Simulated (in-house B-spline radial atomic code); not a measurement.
Checks on a self-consistent run for Se III (Se2+), [Ar] 3d10 4s2 4p2. Method: non-relativistic Hartree-Fock, average of configuration, point nucleus. Calculated with a B-spline radial code for spherical atoms.

```
orbital   q      ε (Eh)     <1/r>        <r²>
     1s   2  -461.71862   33.5029  0.00270957
     2s   2   -61.51210   7.43483   0.0467844
     2p   6   -55.11160   7.37921   0.0364772
     3s   2    -9.76955   2.43417    0.388009
     3p   6    -7.49517   2.31101    0.410381
     3d  10    -3.48498   2.04307    0.475949
     4s   2    -1.54602   0.74112     3.46743
     4p   2    -1.12129  0.637082     4.62424
```

Electron-electron repulsion V_ee = 916.9349 hartree, kinetic energy T = 2398.7605 hartree.

(1) What total energy follows from the eigenvalues?

(2) What is the virial ratio?

(3) What diamagnetic shielding (Lamb formula) and susceptibility (Langevin formula) do the radii give?

Answers

(1) The eigenvalues count the repulsion twice, so E = Σqε - V_ee = -1481.826 - 916.935 = -2398.761 hartree; the run printed -2398.761.

(2) -V/T = (T - E)/T = 2.000000; at the Hartree-Fock limit it is 2.

(3) σ = (α²/3)Σq<1/r> = 168.072/(3·137.036²) = 2983.4 ppm, and χ = -0.79199×10⁻⁶·Σq<r²> = -19.4×10⁻⁶ cm³/mol with Σq<r²> = 24.499 bohr². Both are non-relativistic formulas without the paramagnetism of open shells.
